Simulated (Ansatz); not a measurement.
CH₅NSSi, SMILES `N[SiH]1CS1`, relaxed with RKS PBE-D4/def2-SVP in the Gaussian-basis code of Ansatz from a rough embedded geometry. The force threshold is 0.03 eV/Å; the program also tests the step.

Total charge 0; spin multiplicity 1.

Start:

```xyz
9

N    -0.880    0.515   -1.270
Si    0.483   -0.017   -0.571
C     0.609    0.140    1.209
S    -0.317   -1.190    1.028
H    -1.400   -0.272   -1.732
H    -1.577    0.829   -0.552
H     1.198   -1.037   -1.389
H     0.245    1.042    1.632
H     1.638   -0.011    1.645
```

(1) By how much does the energy fall, and how many steps does the optimiser take? (Estimate.)

(2) Which bonds change most? (Best estimate.)

(3) Give the relaxed structure. (Estimate.)

Results:

(1) The calculation gave: 1.83 eV, in 9 steps.

(2) Ansatz gave: C3–S4 from 1.630 to 1.907 Å; N1–Si2 from 1.622 to 1.730 Å; Si2–C3 from 1.791 to 1.849 Å; C3–H8 from 1.061 to 1.106 Å.

(3) Computed: 
```xyz
9

N    -0.981    0.484   -1.288
Si    0.213   -0.398   -0.399
C     0.764    0.196    1.264
S    -0.163   -1.464    1.407
H    -1.320    0.081   -2.166
H    -1.753    0.918   -0.775
H     1.184   -0.978   -1.375
H     0.235    1.033    1.756
H     1.822    0.128    1.576
```
